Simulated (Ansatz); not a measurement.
Na2Br3 (the lowest doublet isomer of a short search), 5 atoms. Hardware: 4 threads of Intel Xeon Platinum 8488C on a shared host.

Correlated methods freeze 29 core orbitals; core or outer-core shells of Na, Br are correlated, in sets that lack core-valence functions.

(1) How many basis functions does each of these Ansatz runs have, and roughly what does it cost? r2SCANh-D4/def2-TZVP, charge 0 doublet, energy, from earlier orbitals; CCSD(T)/def2-SVP, charge 0 doublet, energy, from earlier orbitals; revPBE-D4/def2-TZVP, charge 0 doublet, energy, from earlier orbitals; PBE0-D4/def2-SVP, charge 0 doublet, energy, from earlier orbitals; MP2/def2-TZVP, charge 0 doublet, energy, from earlier orbitals; PBE-D4/def2-TZVP, charge 0 doublet, energy and forces, from earlier orbitals; PBE0-D4/def2-SVP, charge 0 doublet, energy with a search over starts; LC-ωPBE/def2-TZVP, charge 0 doublet, energy, from earlier orbitals; PBE0-D4/def2-TZVP, charge 0 doublet, energy, from earlier orbitals; r2SCAN-D4/def2-TZVP, charge 0 doublet, energy, from earlier orbitals; PBE0-D4/def2-SVP, charge 0 doublet, relaxation, 4 steps; PBE-D4/def2-SVP, charge 0 doublet, energy, from earlier orbitals.

Answers

(1) Other jobs shared the machine, so times can vary by a factor of up to 3. A dash marks memory too small to be measured apart from the calling script's.

| run | functions | fitting or Cholesky vectors | wall time | peak host memory (GiB) |
| --- | --- | --- | --- | --- |
| PBE-D4/def2-SVP, charge 0 doublet, energy, from earlier orbitals | 126 | 1385 | 1.7 s | – |
| PBE0-D4/def2-SVP, charge 0 doublet, energy, from earlier orbitals | 126 | 1189 | 3 s | 0.56 |
| revPBE-D4/def2-TZVP, charge 0 doublet, energy, from earlier orbitals | 208 | 1682 | 3.3 s | – |
| PBE0-D4/def2-SVP, charge 0 doublet, energy with a search over starts | 126 | 1189 | 3.9 s | 0.56 |
| PBE-D4/def2-TZVP, charge 0 doublet, energy and forces, from earlier orbitals | 208 | 1682 | 4.3 s | – |
| LC-ωPBE/def2-TZVP, charge 0 doublet, energy, from earlier orbitals | 208 | 1682 | 6 s | 0.76 |
| r2SCAN-D4/def2-TZVP, charge 0 doublet, energy, from earlier orbitals | 208 | 1682 | 7.5 s | – |
| PBE0-D4/def2-TZVP, charge 0 doublet, energy, from earlier orbitals | 208 | 1540 | 8.5 s | 0.94 |
| r2SCANh-D4/def2-TZVP, charge 0 doublet, energy, from earlier orbitals | 208 | 1540 | 11 s | 1 |
| PBE0-D4/def2-SVP, charge 0 doublet, relaxation, 4 steps | 126 | 1258 | 11 s | – |
| MP2/def2-TZVP, charge 0 doublet, energy, from earlier orbitals | 208 | 1540 | 11 s | 0.93 |
| CCSD(T)/def2-SVP, charge 0 doublet, energy, from earlier orbitals | 126 | 1189 | 48 s | 2 |
